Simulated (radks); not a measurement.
Te+, configuration [Kr] 4d9.5 5s2 5p3 4f0.5 (fractional occupations, a model configuration). All-electron calculation, Dirac Kohn-Sham, BLYP, spin-unpolarised, spherical densities, point nucleus; open shells fill j = l - 1/2 first. Program: a radial shooting solver on a logarithmic mesh with Libxc functionals.

Spin-orbit splittings of the eigenvalues, e(l+1/2) - e(l-1/2), with zeta = 2 splitting/(2l+1) and mean radii in bohr:

\begin{tabular}{lrrrrr}
shell & occ. & splitting (eV) & zeta (eV) & <r> j=l-1/2 & <r> j=l+1/2 \\ \hline
2p & 6 & 274.6 & 183.1 & 0.1008 & 0.1064 \\
3p & 6 & 51.18 & 34.12 & 0.3122 & 0.3237 \\
3d & 10 & 10.71 & 4.283 & 0.2946 & 0.2983 \\
4p & 6 & 9.828 & 6.552 & 0.7985 & 0.8269 \\
4d & 9.5 & 1.506 & 0.6025 & 0.9532 & 0.9648 \\
4f & 0.5 & 0.0002358 & 0.00006736 & 9.639 & 9.642 \\
5p & 3 & 1.063 & 0.7085 & 2.309 & 2.399 \\
\end{tabular}
